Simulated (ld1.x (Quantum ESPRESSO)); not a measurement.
Reading a pseudo-wave (promethium (Pm))

Columns: radius, all-electron u(r) and pseudo u(r) of the 5p shell (level -49.23 eV) of promethium in the configuration [Kr] 4d10 4f4 5s2 5p6 5d0 6s0 6p0; LDA (PZ), scalar-relativistic, TM semilocal scheme, ld1.x (Quantum ESPRESSO) 7.5.

```json
{"r (bohr)": "0.125", "all-electron": "-0.1479", "pseudo": "-0.0163"}
{"r (bohr)": "0.250", "all-electron": "-0.1894", "pseudo": "-0.0641"}
{"r (bohr)": "0.375", "all-electron": "0.3026", "pseudo": "-0.1398"}
{"r (bohr)": "0.500", "all-electron": "0.4792", "pseudo": "-0.2378"}
{"r (bohr)": "0.625", "all-electron": "0.3127", "pseudo": "-0.3505"}
{"r (bohr)": "0.750", "all-electron": "-0.0029", "pseudo": "-0.4696"}
{"r (bohr)": "0.875", "all-electron": "-0.3243", "pseudo": "-0.5859"}
{"r (bohr)": "1.000", "all-electron": "-0.5847", "pseudo": "-0.6907"}
{"r (bohr)": "1.125", "all-electron": "-0.7653", "pseudo": "-0.7762"}
{"r (bohr)": "1.250", "all-electron": "-0.8709", "pseudo": "-0.8369"}
{"r (bohr)": "1.375", "all-electron": "-0.9152", "pseudo": "-0.8696"}
{"r (bohr)": "1.500", "all-electron": "-0.9135", "pseudo": "-0.8738"}
{"r (bohr)": "1.625", "all-electron": "-0.8797", "pseudo": "-0.8522"}
{"r (bohr)": "1.750", "all-electron": "-0.8251", "pseudo": "-0.8093"}
{"r (bohr)": "1.875", "all-electron": "-0.7585", "pseudo": "-0.7510"}
{"r (bohr)": "2.000", "all-electron": "-0.6862", "pseudo": "-0.6835"}
{"r (bohr)": "2.125", "all-electron": "-0.6129", "pseudo": "-0.6122"}
{"r (bohr)": "2.250", "all-electron": "-0.5417", "pseudo": "-0.5416"}
{"r (bohr)": "2.375", "all-electron": "-0.4745", "pseudo": "-0.4745"}
{"r (bohr)": "2.500", "all-electron": "-0.4124", "pseudo": "-0.4124"}
{"r (bohr)": "2.625", "all-electron": "-0.3561", "pseudo": "-0.3561"}
{"r (bohr)": "2.750", "all-electron": "-0.3058", "pseudo": "-0.3058"}
{"r (bohr)": "2.875", "all-electron": "-0.2612", "pseudo": "-0.2612"}
{"r (bohr)": "3.000", "all-electron": "-0.2220", "pseudo": "-0.2220"}
{"r (bohr)": "3.125", "all-electron": "-0.1880", "pseudo": "-0.1880"}
{"r (bohr)": "3.250", "all-electron": "-0.1586", "pseudo": "-0.1586"}
```

Q: How many radial nodes do the two functions have?

A: The all-electron 5p function has n − l − 1 = 3 (the table is too coarse to show those close to the nucleus); the pseudo-wave has 0, since the states of the same l below it are removed with the core.

Q: At about which radius was the pseudo-wave matched?

A: 2.50 bohr. The columns agree to 0.0005 from 2.25 bohr on; several derivatives are matched, so the curves merge somewhat inside the radius.

Q: Where does each function peak?

A: Outermost all-electron maximum near 1.38 bohr, pseudo maximum near 1.50 bohr (to the table’s step).

Q: Is the pseudo-wave norm-conserving?

A: Yes: the TM semilocal scheme keeps the norm inside the radius equal to the all-electron one, which fixes the energy derivative of the logarithmic derivative at the level.
